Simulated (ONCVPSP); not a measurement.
## Before and after: ONCV potential for titanium (Ti)

- Element: Ti (Z = 22)
- Generator: ONCVPSP 4.0.1
- Type: optimised norm-conserving Vanderbilt (ONCV)
- Functional: PBE
- Relativity: scalar-relativistic
- Frozen core: [Ne]
- Valence charge: 12
- Reference configuration: 3s2 3p6 3d2 (charge +2)
- Partial waves: 3s: rc 1.40 bohr, ncon 5, nbas 9, qcut 8 1/bohr, 1 projector; 3p: rc 1.10 bohr, ncon 4, nbas 8, qcut 7.1 1/bohr, 2 projectors, debl 2.9 Ha; 3d: rc 2.25 bohr, ncon 5, nbas 10, qcut 5.4 1/bohr, 1 projector
- Local potential: polynomial inside 0.75 bohr (lpopt 5, dvloc0 -1 Ha)
- Core correction: polynomial model core, fcfact 0.45

Change: all radii but the core radius scaled by about 0.94 (s 1.32, p 1.04, d 2.12 bohr); local potential polynomial inside 0.70 bohr (lpopt 5, dvloc0 -1 Ha).

Cutoffs: the cutoffs (Ha) at which the residual kinetic energy of the hardest occupied pseudo-wave falls to 1 and 0.1 mHa per electron; they do not see the model core or the augmentation charge, which bear on the density cutoff. Errors are all-electron minus pseudo energies relative to the spin-unpolarised reference configuration.

Predict the effect on cutoff, ghosts and configuration errors.

The potential gets harder (30 Ha and 127 Ha → 58 Ha and 163 Ha); the lowest positive-energy flag moves from none to s at 11.8 eV; of the 4 tests that both files solve, the error grows in 0 and shrinks in 1 by more than 15 % and 0.3 meV (median size 410.9 → 425.9 meV); neither file shows a bound ghost. A smaller radius makes the pseudo-wave follow the all-electron one further in, where it bends more sharply, so more plane waves are needed.

```tsv
quantity	base	changed
cutoff, loose	30 Ha	58 Ha
cutoff, tight	127 Ha	163 Ha
loose cutoff by channel	s 27 Ha, p 19 Ha, d 30 Ha	s 28 Ha, p 26 Ha, d 58 Ha
bound ghosts	none	none
GHOST(+) flags under 300 eV	none	s at 11.8 eV, d at 65.1 eV
error for 3s2 3p6 3d2 4s2, meV [ΔE -20.92 eV]	+618	+637
error for 3s2 3p6 3d2 4s1, meV [ΔE -13.57 eV]	+435	+452
error for 3s2 3p6 3d1, meV [ΔE 26.95 eV]	+294	+247
error for 3s2 3p6 3d2.5 4s1.5, meV [ΔE -20.57 eV]	+386	+400
rms error of d²Exc/dni dnj with the model core, mHa	1.99	1.63
```
